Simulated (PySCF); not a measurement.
**Two-dimensional NMR puzzle**

Compound of formula C₈H₁₁ClSi. Correlations simulated from computed shifts and the bond graph:

HSQC (one-bond C–H):
| δH | δC |
| --- | --- |
| 6.94 | 161.3 |
| 5.72 | 128.6 |
| 2.24 | 18.0 |
| 0.74 | 4.5 |
| 0.55 | 1.9 |
| 0.30 | 4.5 |
| 0.22 | 1.9 |
| -0.09 | -4.7 |

COSY cross peaks (H two or three bonds apart, from the bond graph; peaks can be absent where the dihedral angle is near 90°):
| δH | δH |
| --- | --- |
| 6.94 | 5.72 |
| 5.72 | 4.96 |
| 4.96 | -0.09 |
| 0.74 | 0.55 |
| 0.74 | 0.30 |
| 0.74 | 0.22 |
| 0.74 | -0.09 |
| 0.55 | 0.30 |
| 0.55 | 0.22 |
| 0.55 | -0.09 |
| 0.30 | 0.22 |
| 0.30 | -0.09 |
| 0.22 | -0.09 |

HMBC (two and three bonds, from the bond graph):
| δH | δC |
| --- | --- |
| 6.94 | 149.0, 144.2, 128.6 |
| 5.72 | 161.3, 149.0, 144.2, -4.7 |
| 4.96 | 161.3, 149.0, 144.2, 128.6, 18.0, 4.5, 1.9, -4.7 |
| 2.24 | 149.0, 144.2 |
| 0.74 | 1.9, -4.7 |
| 0.55 | 4.5, -4.7 |
| 0.30 | 1.9, -4.7 |
| 0.22 | 4.5, -4.7 |
| -0.09 | 144.2, 128.6, 4.5, 1.9 |

Carbons without hydrogens: δ 149.0, 144.2.

No solvent, fast rotation and ring inversion assumed for equivalent nuclei, no relativistic terms, single conformer. GFN2-xTB geometry; GIAO PBE0/pcSseg-1 shieldings; PySCF 2.14.0 with density-fitted response routines.

References, each an isolated molecule treated in the same way: 1H (σref 31.72), 13C (σref 186.93) against TMS.

Exchangeable hydrogens are left out of these lists.

Q: Which molecule is this?

A: `CC1=C(Cl)C=C[Si@H]1C1CC1`.

Structure with atom numbers: `[CH3:1][C:2]1=[C:3]([Cl:4])[CH:5]=[CH:6][Si@H:7]1[CH:8]1[CH2:9][CH2:10]1`; H(Xn) means a hydrogen on atom n. Ha(C9), Ha(C10) are cis to Si7 on the ring; Hb(C9), Hb(C10) are trans to Si7 on the ring.

δC 161.3 is C5, an alkene CH (δH 6.94). δC 149.0 is C3, a fully substituted alkene carbon. δC 144.2 is C2, a fully substituted alkene carbon. δC 128.6 is C6, an alkene CH (δH 5.72). δC 18.0 is C1, an allylic methyl carbon (δH 2.24). δC 4.5 is C9, a three-membered-ring carbon (δH 0.30, 0.74). δC 1.9 is C10, a three-membered-ring carbon (δH 0.55, 0.22). δC -4.7 is C8, a three-membered-ring carbon (δH -0.09). HMBC from δH 6.94 reaches the proton-free carbons C3, C2. HMBC from δH 5.72 reaches the proton-free carbons C3, C2. HMBC from δH 4.96 reaches the proton-free carbons C3, C2. HMBC from δH 2.24 reaches the proton-free carbons C3, C2. COSY links 6.94–5.72, 5.72–4.96, 4.96–-0.09, 0.74–0.55, 0.74–0.30, 0.74–0.22.

This is the structure that produced the data.

Carbons that carry Cl, above all several Cl atoms, come out too deshielded, partly because spin–orbit coupling is missing. Shifts are as computed. Against solution values, carbons near 30 ppm lie about +3 ppm off and those near 130 ppm about +5 ppm; carbons on Cl a further +6 ppm. Of 1211 compounds with measured shifts, 218 miss one by over three times the rms of a fit or turn the order of signals round; such compounds aren't used in these exercises.
